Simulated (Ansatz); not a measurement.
A nudged elastic band was laid between two geometries of a periodic cell of 19 atoms, C$_{18}$Se (surface graphene monolayer, adsorbate Se).

All numbers below come from Ansatz 0.2.0, DFT PBE, scalar-relativistic, plane waves, PAW. Settings: cutoff 420 eV, k mesh 2x2x1, fermi-dirac smearing 0.05 eV, no spin polarisation.

- movable images: 7
- climbing image: yes
- spring: 5.0 eV/Å²
- optimiser: fire
- start path: IDPP
- force threshold: 0.05 eV/Å
- iteration limit: 19
- end points: relaxed

Image 0:

```xyz
19
Lattice="7.3980 0.0000 0.0000 -3.6990 6.4069 0.0000 0.0000 0.0000 13.0000" Properties=species:S:1:pos:R:3
C 0.003 -0.026 0.898
C 1.227 0.681 0.942
C -1.220 2.087 1.005
C 0.000 2.813 0.946
C -2.478 4.265 1.005
C -1.239 4.959 0.946
C 2.462 -0.037 0.946
C 3.700 0.656 1.005
C 1.222 2.109 0.946
C 2.442 2.835 1.006
C -0.005 4.241 0.942
C 1.219 4.947 0.898
C 4.915 -0.032 0.924
C 6.166 0.690 0.924
C 3.674 2.094 1.241
C 4.946 2.828 1.240
C 2.454 4.231 0.924
C 3.705 4.954 0.924
Se 4.310 2.461 3.246
```

Image 8:

Only the atoms that move by more than 0.05 Å are listed.
```
C3 -1.270 2.114 0.945
C5 -2.503 4.250 0.945
C8 3.657 0.665 1.038
C12 1.189 4.958 0.939
C15 3.659 2.113 1.196
C16 4.911 2.835 1.023
Se19 3.625 2.093 3.326
```

Q: Which bonds break or form, and what moves?

A: Contacts lost: C16–Se19. The atom that moves furthest is Se19, by 0.78 Å.

Q: Give the energies along the band, and the barrier.

A: The run converged. The highest image is number 7 of 0 to 8, 0.174 eV above the first end and 0.000 eV above the last; the last end lies 0.173 eV above the first. The top lies less than 8 meV above the higher end, about what the thresholds resolve: that end is a shoulder or a very shallow well. The order of the stationary point at the top wasn't checked. Limits of this set-up: coarse k mesh, slab without dipole correction.

```
image  path coordinate (Å)  energy (eV)  C16–Se19 (Å)
    0                 0.00        0.000          2.14
    1                 0.11        0.009          2.17
    2                 0.21        0.037          2.24
    3                 0.31        0.078          2.32
    4                 0.41        0.118          2.41
    5                 0.51        0.149          2.50
    6                 0.61        0.167          2.59
    7                 0.70        0.174          2.66
    8                 0.83        0.173          2.74
```

Q: What is the geometry of the highest image?

A: 
```xyz
19
Lattice="7.3980 0.0000 0.0000 -3.6990 6.4069 0.0000 0.0000 0.0000 13.0000" Properties=species:S:1:pos:R:3:forces:R:3
C -0.035 -0.027 0.908 -0.01 0.01 0.00
C 1.198 0.685 0.933 -0.01 0.02 0.00
C -1.263 2.108 0.962 -0.02 0.00 0.00
C -0.036 2.822 0.942 0.01 0.00 0.00
C -2.500 4.248 0.952 0.01 0.00 0.00
C -1.266 4.954 0.933 0.00 -0.02 0.00
C 2.430 -0.033 0.945 0.02 0.01 0.00
C 3.664 0.660 1.019 0.00 -0.01 0.00
C 1.192 2.109 0.957 -0.01 -0.01 0.00
C 2.412 2.832 1.036 0.00 0.01 -0.01
C -0.035 4.243 0.948 -0.02 0.02 0.00
C 1.194 4.954 0.928 0.02 -0.03 0.00
C 4.896 -0.033 0.943 -0.02 0.02 0.00
C 6.129 0.686 0.931 0.02 0.00 0.00
C 3.661 2.104 1.199 0.00 0.00 0.00
C 4.914 2.831 1.051 0.00 0.01 0.01
C 2.427 4.247 0.944 -0.01 0.01 0.00
C 3.664 4.955 0.922 -0.01 0.00 0.00
Se 3.688 2.195 3.326 0.02 -0.03 0.00
```

Time of the run: 13 min on 1 thread of Arm Neoverse V2, with other jobs on the host, peak memory 1.1 GiB.
